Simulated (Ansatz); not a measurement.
Consider the redistribution: `CC[N](C)[Hf]([F])([F])[F]` + `[F][InH][Cl]` → `[F][Hf]([F])([F])[F]` + `CC[N](C)[InH][Cl]`.

Gas-phase electronic energies from Ansatz, PBE0-D4/def2-TZVP geometries. CCSD(T)/CBS adds triple-zeta CCSD(T) − MP2 to the extrapolated MP2 energy (def2 sets, frozen cores). Functionals use def2-TZVPP. Elements past krypton have def2 core potentials. For Hf, In outer-core shells are correlated without core-valence functions, which leaves a few kJ/mol of doubt a bond. Each species was taken in one conformer, which may not be the lowest.

Is it downhill or uphill in electronic energy at CCSD(T)/CBS, and by how much? (Best estimate.)

The calculation gave: Downhill: ΔE = -65.5 kJ/mol.

What do these levels give: PBE-D4, ωB97M-V, B2PLYP, PBE0, HF/def2-TZVPP, SCS-MP2/def2-TZVPP? (Best estimate.)

Ansatz gave: PBE-D4 -61.7, ωB97M-V -61.0, B2PLYP -60.8, PBE0 -59.2, HF/def2-TZVPP -53.5, SCS-MP2/def2-TZVPP -62.1 kJ/mol.

Largest T1 diagnostic among the species: 0.016.

In def2-TZVPP, CCSD(T) changes the Hartree–Fock value by −8.7 kJ/mol (the triples alone add −1.2 kJ/mol) and MP2 by −11.6 kJ/mol. The D4 term adds −3.4 kJ/mol with B3LYP and −1.7 kJ/mol with PBE0; it sums over pairs of atoms, weighted by their polarisabilities, and B3LYP, whose exchange is more repulsive, gets the larger term.

B3LYP here is the variant with VWN-RPA as its local correlation; programs differ in this.
